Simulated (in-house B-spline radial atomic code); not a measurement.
**Cr III (Cr2+): [Ar] 3d4**

Method: non-relativistic BP86, spin-polarised, spherical fractional occupations, point nucleus. Calculated with an all-electron radial atomic-structure program (B-spline basis).

Effective charges: Z_r = [3n² - l(l+1)]/(2<r>) from the radius, Z_e = n√(-2ε) from the energy, and Slater's rules. Values are occupation-weighted means over spin.

| shell | electrons | ε (eV) | <r> (bohr) | Z_r | Z_e | Slater |
| --- | --- | --- | --- | --- | --- | --- |
| 1s | 2 | -5856.9 | 0.06418 | 23.37 | 20.75 | 23.70 |
| 2s | 2 | -678.92 | 0.296 | 20.27 | 14.13 | 19.85 |
| 2p | 6 | -580.03 | 0.2609 | 19.16 | 13.06 | 19.85 |
| 3s | 2 | -93.088 | 0.9063 | 14.90 | 7.85 | 12.75 |
| 3p | 6 | -65.574 | 0.9604 | 13.02 | 6.59 | 12.75 |
| 3d | 4 | -24.328 | 1.201 | 8.74 | 4.01 | 4.95 |

The least bound orbital is 3d up at -24.33 eV, and it is also the most diffuse (<r> = 1.201 bohr).
